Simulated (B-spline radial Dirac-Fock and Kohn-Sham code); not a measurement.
Model: the Dirac equation of a negative muon with reduced mass in the field of a spherical finite nucleus, with the Uehling potential to all orders; nuclear polarisation, deformation, hyperfine structure, self-energy, higher-order vacuum polarisation, relativistic recoil and electron screening are left out. Program: a B-spline atomic structure program. The nuclear charge is a Fermi distribution (skin thickness 2.3 fm).

Question: A muonic atom of atomic mass 184.97 u emits these computed lines: 2p3/2 → 1s1/2 5848 keV, 3d5/2 → 2p3/2 2394 keV, 4f7/2 → 3d5/2 892.5 keV, 5g9/2 → 4f7/2 410.4 keV. Which element is it, and what rms charge radius was used?

Answer: Mercury (Z = 80, nuclide ¹⁸⁵Hg); the high transitions hardly feel the nucleus and fix Z. The 2p → 1s line lies 9415 keV below the value for a point nucleus without QED, which for this nuclear model gives a radius near 5.44 fm (5.4397 fm was used).
